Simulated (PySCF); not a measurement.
C3H6OSi. Atoms are numbered in the order given.

```xyz
11

Si     1.6121     0.2326    -0.1109
C     -0.2151     0.0868    -0.6187
C     -1.2258     0.8662     0.1934
C     -1.6289    -0.3185     0.6891
O     -0.7769    -1.1447    -0.0137
H      2.1366     1.5562    -0.5603
H      1.6993     0.1279     1.3703
H      2.4105    -0.8482    -0.7565
H     -0.3688     0.0698    -1.7111
H     -1.4749     1.9151     0.3245
H     -2.3382    -0.7268     1.4120
```

Coordinates come from a B3LYP-D3(BJ)/def2-SVP optimisation. The structure was generated by enumeration; whether it is a known compound was not checked.

Computed with r2SCAN/def2-TZVP (PySCF).

Atomic charges (e):

```json
[
 {"atom": "Si1", "meta-Löwdin": "0.49", "Löwdin": "0.31"},
 {"atom": "C2", "meta-Löwdin": "…", "Löwdin": "-0.36"},
 {"atom": "C3", "meta-Löwdin": "-0.25", "Löwdin": "-0.21"},
 {"atom": "C4", "meta-Löwdin": "0.07", "Löwdin": "-0.24"},
 {"atom": "O5", "meta-Löwdin": "-0.35", "Löwdin": "0.21"},
 {"atom": "H6", "meta-Löwdin": "…", "Löwdin": "-0.04"},
 {"atom": "H7", "meta-Löwdin": "…", "Löwdin": "-0.03"},
 {"atom": "H8", "meta-Löwdin": "…", "Löwdin": "-0.04"},
 {"atom": "H9", "meta-Löwdin": "…", "Löwdin": "0.14"},
 {"atom": "H10", "meta-Löwdin": "…", "Löwdin": "0.13"},
 {"atom": "H11", "meta-Löwdin": "0.13", "Löwdin": "0.12"}
]
```

**Question.** What belongs in the gaps? (The exact figures need the calculation; the answer reports its results.)

**Answer.** 
- C2, meta-Löwdin: -0.09
- H6, meta-Löwdin: -0.09
- H7, meta-Löwdin: -0.08
- H8, meta-Löwdin: -0.09
- H9, meta-Löwdin: 0.13
- H10, meta-Löwdin: 0.14

Computed Mayer and Wiberg (Löwdin basis) orders of the bonds:
```
bond    Mayer  Wiberg
------  -----  ------
Si1–C2   0.95    1.09
C2–C3    0.98    1.20
C3–C4    1.81    1.95
C2–O5    0.89    1.25
C4–O5    1.05    1.54
Si1–H6   0.94    0.95
Si1–H7   0.94    0.95
Si1–H8   0.95    0.95
C2–H9    0.92    0.84
C3–H10   0.96    0.88
C4–H11   0.95    0.89
```
